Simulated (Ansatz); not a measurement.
Relaxation of BrFH$_{6}$W (9 atoms, charge 0, multiplicity 1), to a largest force component of 0.03 eV/Å in at most 50 steps.

Computed with RKS PBE-D4/def2-SVP (Ansatz).

```xyz
9
Properties=species:S:1:pos:R:3:forces:R:3
W 0.257 0.268 -0.411 0.27 0.27 0.29
H 0.075 0.085 2.490 -1.23 -1.25 0.73
H 1.498 -0.565 0.352 0.02 -0.03 0.01
H -0.597 1.497 0.349 -0.03 0.02 0.01
H -1.312 -0.093 0.124 0.01 0.04 -0.01
H -0.079 -1.306 0.126 0.04 0.02 -0.01
F 0.243 0.250 -2.247 0.00 0.00 0.04
Br 1.972 2.012 0.321 -0.24 -0.24 -0.25
H 0.525 0.543 2.150 1.16 1.18 -0.82
```

Q: Where does it end, and by what steps?

A: The run converged. The force dipped under the threshold on the way, but the program's further checks kept it going. After 21 steps the energy has fallen by 0.584 eV; H2 moved furthest, 0.92 Å. Joined: W1–H2 (2.91 → 1.91 Å), W1–H9 (2.59 → 1.91 Å).

| step | energy less start (eV) | largest force component (eV/Å) | accepted |
| --- | --- | --- | --- |
| 0 | 0.0000 | 1.253 | yes |
| 1 | -0.1044 | 0.314 | yes |
| 2 | -0.1730 | 0.421 | yes |
| 3 | -0.2838 | 0.289 | yes |
| 4 | -0.3602 | 0.270 | yes |
| 5 | -0.3555 | 0.327 | no |
| 6 | -0.3754 | 0.093 | yes |
| 7 | -0.3778 | 0.101 | yes |
| 8 | -0.3797 | 0.028 | yes |
| 9 | -0.3797 | 0.011 | yes |
| 10 | -0.3798 | 0.005 | yes |
| 11 | -0.3799 | 0.018 | yes |
| 12 | -0.3802 | 0.036 | yes |
| 13 | -0.3892 | 0.310 | yes |
| 14 | -0.4245 | 0.191 | yes |
| 15 | -0.4810 | 0.810 | yes |
| 16 | -0.4885 | 1.155 | yes |
| 17 | -0.4829 | 0.441 | no |
| 18 | -0.5694 | 0.370 | yes |
| 19 | -0.5737 | 0.615 | yes |
| 20 | -0.5838 | 0.081 | yes |
| 21 | -0.5842 | 0.013 | yes |

```xyz
9
Properties=species:S:1:pos:R:3
W 0.303 0.317 -0.162
H 0.504 -0.095 1.693
H 1.531 -0.550 0.611
H -0.496 1.583 0.625
H -1.307 -0.009 0.281
H -0.102 -1.277 0.275
F 0.135 0.166 -2.008
Br 2.099 2.020 0.243
H -0.085 0.535 1.696
```

Whether the end is a true minimum wasn't checked by a vibrational analysis.

Run time: 77 s on 2 threads of Intel(R) Xeon(R) Platinum 8259CL CPU @ 2.50GHz (Skylake/Cascade Lake) (shared host), peak memory 0.18 GiB.
